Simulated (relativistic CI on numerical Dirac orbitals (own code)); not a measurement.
# What each ingredient does to the levels of Pd VIII

Base calculation: Dirac-Coulomb-Breit CI, KLI orbitals optimised for each configuration, QED by a radiative potential, unscaled Slater integrals.

CI space (outside the closed core [Ar] 3d10): 4s²4p⁶4d³, 4s²4p⁶4d²5s, 4s²4p⁶4d²4f, 4s²4p⁵4d⁴, 4s²4p⁶4d²5p, 4s4p⁶4d⁴, 4s²4p⁶4d5s5p, 4s²4p⁶4d²5d, 4s²4p⁶4d4f5s, 4s²4p⁵4d³4f, 4s²4p⁶4d²6s, 4s²4p⁶4d²6p, 4s²4p⁶4d²5f, 4s²4p⁶4d²6d, 4s²4p⁶4d²5g, 4s²4p⁵4d³5s, 4s4p⁶4d³4f, 4s²4p⁶4d²7s, 4s²4p⁶4d²7p, 4s²4p⁶4d²6f, 4s²4p⁵4d³5p, 4s4p⁶4d³5s, 4s²4p⁶4d5s², 4s²4p⁶4f5s², 4s²4p⁶5s²5p, 4s²4p⁶5s²5d, 4s²4p⁶4d4f², 4s²4p⁶4f²5s, 4s²4p⁶4f³, 4s²4p⁶4f²5p, 4s²4p⁶4f²5d, 4s²4p⁶4d5p², 4s²4p⁶5s5p², 4s²4p⁶4f5p², 4s²4p⁶5p³, 4s²4p⁶5p²5d, 4s²4p⁶4d4f5p, 4s²4p⁶4f5s5p, 4s²4p⁶4f5p5d, 4p⁶4d⁵, 4p⁵4d⁶, 4s4p⁶4d²5s², 4s4p⁶4d4f5s², 4s4p⁶4d5s²5p, 4s4p⁶4d5s²5d. Double excitations out of closed p, d and f shells are left out; levels of such configurations are missing from the list, as are those of other unlisted configurations, and high levels can miss mixing partners. These lack a partner that the ground configuration has and come out too high: 4s²4p⁵4d³4f, 4s²4p⁶4d²6s, 4s²4p⁶4d²6p, 4s²4p⁶4d²5f, 4s²4p⁶4d²6d.

Variants: (1) P86 correlation estimate; (2) non-relativistic limit; (3) only the first configuration. Shifts of the energy above 4s²4p⁶4d³ ⁴F3/2, in cm⁻¹, for the lowest level and the first level of each name with at least 55 % of one term (blank where a level changes its place among those of its configuration and J or its character, or is not in the variant):

| Level | Base | Δ(1) | Δ(2) | Δ(3) |
| --- | --- | --- | --- | --- |
| 4s²4p⁶4d³ ⁴F3/2 | 0.0 | 0.0 | 0.0 | 0.0 |
| 4s²4p⁶4d³ ⁴F5/2 | 2341.6 | -0.1 | -2341.6 | -11.1 |
| 4s²4p⁶4d³ ⁴F7/2 | 5087.4 | 0.0 | -5087.4 | -7.7 |
| 4s²4p⁶4d³ ⁴F9/2 | 7958.6 | +0.1 | -7958.6 | +23.1 |
| 4s²4p⁶4d³ ⁴P3/2 | 18207.8 | +6.5 | -2549.3 | +1303.0 |
| 4s²4p⁶4d³ ⁴P1/2 | 18382.5 | +6.6 | -2724.0 | +1466.7 |
| 4s²4p⁶4d³ ²G7/2 | 21793.1 | +2.5 | -3537.5 | +813.3 |
| 4s²4p⁶4d³ ⁴P5/2 | 21868.9 | +7.0 | -6210.4 | +1593.7 |
| 4s²4p⁶4d³ ²G9/2 | 22944.0 | +2.7 | -4688.5 | +808.1 |
| 4s²4p⁶4d³ ²P1/2 | 29381.4 | +5.1 | -4374.6 | +150.4 |
| 4s²4p⁶4d³ ²H11/2 | 30295.1 | +3.8 | -6269.8 | +911.4 |
| 4s²4p⁶4d³ ²H9/2 | 30501.2 | +3.4 | -6475.9 | +875.9 |
| 4s²4p⁶4d³ ²D5/2 | 32957.8 | +6.1 | -6786.1 | +1296.1 |
| 4s²4p⁶4d³ ²P3/2 | 35855.0 | +4.7 |  | +337.7 |
| 4s²4p⁶4d³ ²F7/2 | 44779.0 | +12.1 | -4878.6 | +2327.9 |
| 4s²4p⁶4d³ ²F5/2 | 45453.9 | +12.5 | -5553.5 | +2366.0 |
| 4s²4p⁶4d²5s ⁴F3/2 | 277013.3 | +6481.1 | +22524.3 |  |
| 4s²4p⁶4d²5s ⁴F5/2 | 278841.8 | +6481.3 | +20695.8 |  |
| 4s²4p⁶4d²5s ⁴F7/2 | 282022.0 | +6481.1 | +17515.6 |  |
| 4s²4p⁶4d²5s ⁴F9/2 | 285719.9 | +6481.1 | +13817.7 |  |
| 4s²4p⁶4d²5s ²F5/2 | 288812.3 | +6486.2 | +19621.0 |  |
| 4s²4p⁶4d²5s ²F7/2 | 294576.7 | +6486.3 | +13856.6 |  |

At this charge configurations can still be misplaced by up to about 7 % of their energy. Terms inside the open d or f shell come out 10 to 20 % too wide with unscaled integrals.

Ionisation energy from the two ground configurations alone: base 120.238 eV; P86 correlation estimate 121.716 eV. The NIST ASD value (theoretical) is 120 eV.

LS names give the leading component of a level, which can be under half, so a name can repeat, a term be missing and a line seem to break the LS rules.
